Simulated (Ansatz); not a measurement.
Ansatz results at the PBE0-D4/def2-TZVP geometry: size of the dipole moment (B3LYP/def2-TZVPP) 2.40 D; LUMO energy (PBE0/def2-TZVPP) -1.09 eV; LUMO energy (ωB97M-V/def2-TZVPP) 0.54 eV.

Each molecule was computed in one conformer, which needn't be the lowest.

**Question.** Which molecule gave them?
A. `[OH][Al]1[CH]=[C]1F`
B. `[SiH3]C1[SiH2]S1`
C. `O=C1C[SiH]1O`
D. `CNC(C)=O`

**Answer.** A. The others give `CNC(C)=O`: 3.79, 0.86, 2.25; `[SiH3]C1[SiH2]S1`: 1.73, -0.57, 1.15; `O=C1C[SiH]1O`: 2.34, -1.50, 0.68.

B3LYP here is the variant with VWN-RPA as its local correlation; programs differ in this.
